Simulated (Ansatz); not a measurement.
Start from `C=C[SiH2]S[SiH3]` and change one element to get `C=C[SiH2]O[SiH3]`.

Ansatz, PBE0-D4/def2-TZVP geometries, multiplicity 1. Each molecule was computed in one conformer, which needn't be the lowest.

```csv
property,`C=C[SiH2]S[SiH3]`
HOMO–LUMO gap (PBE/def2-TZVPP) / eV,4.34
size of the dipole moment (ωB97M-V/def2-TZVPP) / D,1.74
LUMO energy (PBE/def2-TZVPP) / eV,-1.88
HOMO–LUMO gap (PBE0/def2-TZVPP) / eV,6.48
HOMO–LUMO gap (ωB97M-V/def2-TZVPP) / eV,10.64
HOMO energy (ωB97M-V/def2-TZVPP) / eV,-9.55
```

Q: What does the change do to each property? (An estimate is asked.)

A: Computed: 
```tsv
property	`C=C[SiH2]O[SiH3]`	shift
HOMO–LUMO gap (PBE/def2-TZVPP) / eV	5.36	1.02
size of the dipole moment (ωB97M-V/def2-TZVPP) / D	0.77	-0.97
LUMO energy (PBE/def2-TZVPP) / eV	-1.52	0.36
HOMO–LUMO gap (PBE0/def2-TZVPP) / eV	7.51	1.03
HOMO–LUMO gap (ωB97M-V/def2-TZVPP) / eV	11.85	1.21
HOMO energy (ωB97M-V/def2-TZVPP) / eV	-10.25	-0.70
```

With PBE0 the HOMO falls by 0.62 eV and the LUMO rises by 0.41 eV, so the gap widens by about 1.03 eV. PBE moves the HOMO by -0.66 eV and ωB97M-V by -0.70 eV. Dipoles are sizes alone; their direction can turn.

Positive LUMOs are unbound, so they and the gaps depend on the basis.
